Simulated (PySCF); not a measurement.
C: excitation energy

C [He] 2s2 2p2 (3P) → C [He] 2s2 2p1 3s1 (3P), as a difference of total energies. Calculation: PySCF 2.14, in x2c-QZVPPall with one added diffuse shell each of s, p, d, f type (8s5p4d3f1g, 73 functions); scalar relativity by spin-free X2C-1e. Correlated levels: valence: 1s2 frozen. The calculations carry no spin-orbit coupling.

```json
{"method": "UHF", "excitation energy (eV)": "7.474"}
{"method": "MP2 (valence)", "excitation energy (eV)": "7.777"}
{"method": "SCS-MP2 (valence)", "excitation energy (eV)": "7.675"}
{"method": "CCSD (valence)", "excitation energy (eV)": "7.600"}
{"method": "CCSD(T) (valence)", "excitation energy (eV)": "7.602"}
```

Task: How much does correlation contribute at CCSD(T) (valence)?

Result: 7.602 − (7.474) = 0.128 eV, measured against UHF.

Errors of the correlated levels include the incompleteness of this basis and the frozen core.

The promoted electron is Rydberg-like, and one or two diffuse shells describe it only roughly, which tends to raise the upper state.

For comparison: 7.482 eV (measured; NIST levels, between the centres of gravity of the two terms).
